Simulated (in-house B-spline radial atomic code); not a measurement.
Configurations of Tc III (Tc2+), with energies counted from [Kr] 4d5. Method: scalar-relativistic (X2C) HSE06, spin-polarised, spherical fractional occupations, exact exchange averaged over the configuration, Fermi nucleus of rms radius 4.41117 fm. Calculated with a B-spline radial code for spherical atoms. Shells without spins written out take the highest spin.

Occupations are held fixed; configurations that lie above the ionisation limit could autoionise.

```csv
configuration,E - E(ref) (eV),highest orbital,its <r> (bohr)
[Kr] 4d4 5p1,11.472,5p up,3.224
[Ar] 3d10 4s2 4p5 4d5 5s1,41.409,5s up,2.693
[Ar] 3d10 4s2 4p5 4d5 4f1,57.651,4f up,5.033
[Ar] 3d9 4s2 4p6 4d5 5s1,257.83,5s up,2.672
[Ar] 3d9 4s2 4p6 4d5 5p1,263.84,5p up,3.156
```

(1) Order these further configurations by energy, lowest first.
A. [Ar] 3d9 4s2 4p6 4d5 5d1
B. [Ar] 3d10 4s2 4p5 4d5 5d1
C. [Ar] 3d10 4s2 4p5 4d6
D. [Ar] 3d10 4s2 4p5 4d5 5p1
E. [Kr] 4d4 5f1

(2) How far above the reference does [Kr] 4d4 5s1 lie?

## Answers

(1) E (24.254 eV), C (39.593 eV), D (47.401 eV), B (54.676 eV), A (271.13 eV).

(2) 5.6131 eV; its least bound orbital is 5s up with <r> = 2.726 bohr.
